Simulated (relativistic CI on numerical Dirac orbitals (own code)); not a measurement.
How well does a small relativistic CI reproduce Co³⁺?

Computed by Dirac-Coulomb-Breit CI, separate exchange-only KLI orbitals for each configuration, a model potential for QED, valence Slater integrals scaled by 0.85, P86 correlation energy added to each configuration (own radial code, finite nucleus).

Configurations in the expansion (outside the closed core [Ne] 3s2): 3p6 3d6, 3p6 3d5 4s, 3p6 3d5 4p, 3p6 3d5 4d, 3p6 3d5 5s, 3p5 3d7, 3p6 3d5 5p, 3p6 3d5 4f, 3p6 3d5 5d, 3p6 3d4 4s 4p, 3p6 3d5 5g, 3p6 3d4 4s2, 3p6 3d3 4s2 4p, 3p6 3d3 4s2 4d, 3p6 3d3 4s2 5s, 3p6 3d3 4s2 5p. Double excitations out of closed p, d and f shells are left out; levels of such configurations are missing from the list, as are those of other unlisted configurations, and high levels can miss mixing partners.

| Configuration | Term (tabulated) | J | Measured (cm⁻¹) | Computed | Error | Purity (%) |
| --- | --- | --- | --- | --- | --- | --- |
| 3p6 3d6 | 5D | 4 | 0.0 | 0 | 0 | 100 |
| 3p6 3d6 | 5D | 3 | 639.1 | 613 | -26 | 100 |
| 3p6 3d6 | 5D | 2 | 1077.7 | 1037 | -40 | 100 |
| 3p6 3d6 | 5D | 0 | 1493.6 | 1441 | -53 | 99 |
| 3p6 3d6 | 3P2 | 2 | 22883.3 | 24528 | 1644 | 99 |
| 3p6 3d6 | 3H | 6 | 23679.5 | 22322 | -1357 | 100 |
| 3p6 3d6 | 3H | 5 | 24031.8 | 22676 | -1356 | 98 |
| 3p6 3d6 | 3H | 4 | 24272.0 | 22933 | -1339 | 98 |
| 3p6 3d6 | 3P2 | 1 | 24729.2 | 26301 | 1572 | 100 |
| 3p6 3d6 | 3F2 | 4 | 25396.0 | 25600 | 204 | 93 |
| 3p6 3d6 | 3P2 | 0 | 25448.7 | 26984 | 1536 | 98 |
| 3p6 3d6 | 3F2 | 3 | 25735.9 | 25961 | 225 | 95 |
| 3p6 3d6 | 3F2 | 2 | 25969.0 | 26220 | 251 | 100 |
| 3p6 3d6 | 3G | 5 | 29021.8 | 28204 | -818 | 98 |
| 3p6 3d6 | 3G | 4 | 29592.2 | 28801 | -792 | 93 |
| 3p6 3d6 | 3G | 3 | 29867.5 | 29068 | -799 | 95 |
| 3p6 3d6 | 1I | 6 | 35942.7 | 33677 | -2265 | 100 |
| 3p6 3d6 | 3D | 2 | 36348.0 | 36339 | -9 | 99 |
| 3p6 3d6 | 3D | 1 | 36382.0 | 36345 | -37 | 100 |
| 3p6 3d6 | 3D | 3 | 36554.5 | 36507 | -47 | 100 |
| 3p6 3d6 | 1G2 | 4 | 36683.3 | 35779 | -904 | 98 |
| 3p6 3d6 | 1S2 | 0 | 41441.9 | 41480 | 38 | 98 |
| 3p6 3d6 | 1D2 | 2 | 42341.8 | 44349 | 2008 | 99 |
| 3p6 3d6 | 1F | 3 | 50630.1 | 50940 | 310 | 99 |
| 3p6 3d6 | 3P1 | 0 | 58320.6 | 58950 | 629 | 99 |
| 3p6 3d6 | 3P1 | 1 | 58919.8 | 59531 | 612 | 100 |
| 3p6 3d6 | 3F1 | 2 | 59748.8 | 59392 | -357 | 100 |
| 3p6 3d6 | 3F1 | 4 | 59838.2 | 59468 | -370 | 99 |
| 3p6 3d6 | 3F1 | 3 | 59902.8 | 59538 | -365 | 99 |
| 3p6 3d6 | 3P1 | 2 | 60098.4 | 60668 | 569 | 99 |
| 3p6 3d6 | 1G1 | 4 | 67907.0 | 67425 | -482 | 99 |
| 3p6 3d5 4s | 7S | 3 | 90554.4 | 92167 | 1612 | 100 |
| 3p6 3d6 | 1D1 | 2 | 91218.4 | 91003 | -216 | 100 |
| 3p6 3d5 4s | 5S | 2 | 102773.9 | 104877 | 2103 | 100 |
| 3p6 3d5 4s | 5P | 3 | 132729.1 | 134220 | 1491 | 92 |
| 3p6 3d5 4s | 5P | 2 | 132828.7 | 134317 | 1489 | 93 |
| 3p6 3d5 4s | 5P | 1 | 132952.6 | 134451 | 1498 | 97 |
| 3p6 3d5 4s | 5D | 4 | 136362.9 | 137385 | 1022 | 75 |
| 3p6 3d5 4s | 5D | 0 | 136399.9 | 137498 | 1098 | 99 |
| 3p6 3d5 4s | 5D | 1 | 136519.1 | 137581 | 1062 | 96 |
| 3p6 3d5 4s | 5D | 2 | 136611.2 | 137680 | 1069 | 92 |
| 3p6 3d5 4s | 5D | 3 | 136612.5 | 137680 | 1068 | 91 |

Measured levels from Sugar and Corliss, J. Phys. Chem. Ref. Data 10, 1097 (1981); pairs were made by configuration, J and term (by order where the table uses no LS term), so strongly mixed levels may be paired wrongly.

Mean error by configuration (cm⁻¹): 3p6 3d6 -66; 3p6 3d5 4s 1351. Over the excited levels the mean absolute error is 847 cm⁻¹ (41 of the 41 excited levels that our extract of the source holds in range could be paired), and the median relative error of those above 1,000 cm⁻¹ is 1.1 %. Some levels of the ground configuration have no partner.
